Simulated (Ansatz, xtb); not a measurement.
**Isomers of C2H8GeSi2 in order of energy**

4 gas-phase structures of C2H8GeSi2, from a drawn sample of its isomers (lower ones may exist). Each was relaxed with GFN2-xTB; where two conformers were screened, the lower at r2SCAN-D4/def2-SVP is listed:

A. `C#[C][GeH2][SiH2][SiH3]`, a singlet
B. `C#C[SiH2][GeH2][SiH3]`, a singlet
C. `C#[C][GeH]([SiH3])[SiH3]`, a singlet
D. `C#C[Si@@H]([SiH3])[GeH3]`, a singlet

Question: Make a reasoned guess at their ranking by r2SCAN-D4/def2-SVP single-point energy.

Answer: Calculated order at r2SCAN-D4/def2-SVP: B (0.0), D (3.5), C (4.6), A (7.2) kcal/mol.

Energies above the lowest of each column, in kcal/mol; the last columns are at B3LYP-D3(BJ)/def2-SVP geometries:

```json
{"structure": "B", "GFN2-xTB": "2.3", "HF/STO-3G": "0.0", "r2SCAN-D4/def2-SVP": "0.0", "B3LYP-D3(BJ)/def2-SVP": "0.0", "CCSD(T)/def2-SVP + ΔMP2/def2-TZVPP": "0.0"}
{"structure": "D", "GFN2-xTB": "14.6", "HF/STO-3G": "3.2", "r2SCAN-D4/def2-SVP": "3.5", "B3LYP-D3(BJ)/def2-SVP": "2.8", "CCSD(T)/def2-SVP + ΔMP2/def2-TZVPP": "3.4"}
{"structure": "C", "GFN2-xTB": "0.0", "HF/STO-3G": "0.9", "r2SCAN-D4/def2-SVP": "4.6", "B3LYP-D3(BJ)/def2-SVP": "4.2", "CCSD(T)/def2-SVP + ΔMP2/def2-TZVPP": "3.1"}
{"structure": "A", "GFN2-xTB": "13.7", "HF/STO-3G": "3.9", "r2SCAN-D4/def2-SVP": "7.2", "B3LYP-D3(BJ)/def2-SVP": "7.1", "CCSD(T)/def2-SVP + ΔMP2/def2-TZVPP": "6.7"}
```

CCSD(T)/def2-SVP + ΔMP2/def2-TZVPP puts B lowest; GFN2-xTB picks C. CCSD(T)/def2-SVP + ΔMP2/def2-TZVPP orders those it was run on as B (0.0), C (3.1), D (3.4), A (6.7) kcal/mol. Less than 1 kcal/mol parts C and D, so the order within that pair means little. Flexible structures stand in one conformer each, not always the lowest. B keeps a small imaginary mode. ΔMP2 is the change of the MP2 energy from the smaller to the larger basis.

Over these structures GFN2-xTB departs from r2SCAN-D4/def2-SVP by 5.0 kcal/mol on average once a common shift is removed. A GFN2-xTB relaxation took about 0.45 s and the r2SCAN-D4/def2-SVP energy about 7.6 s on a shared host (Ansatz 0.2.0, xtb 6.7.1).
